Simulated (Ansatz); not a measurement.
A structure relaxed at PBE0-D4/def2-SVP in Ansatz, charge 1, doublet:

```xyz
5

Na   -2.4904    0.6000    1.8241
Na    1.1211    1.8433   -1.4374
Pb    1.6418   -1.6238   -1.1390
Pb    0.8344   -0.2064    1.5397
Pb   -1.1069   -0.6131   -0.7874
```

Task: Give its formula.

Result: the cluster Na₂Pb₃⁺.

Task: Summarise the bond lengths by kind (pairs closer than 1.2 times the sum of covalent radii, bridged metal pairs left out).

Result: 5 × Na–Pb 3.19 to 3.63 Å; 3 × Pb–Pb 2.95 to 3.14 Å.

In the def2 sets Pb takes a core potential; there is no spin–orbit coupling. The relaxation made no stability test and no search for a lower SCF solution. The structure comes from a short search, and lower isomers may exist.
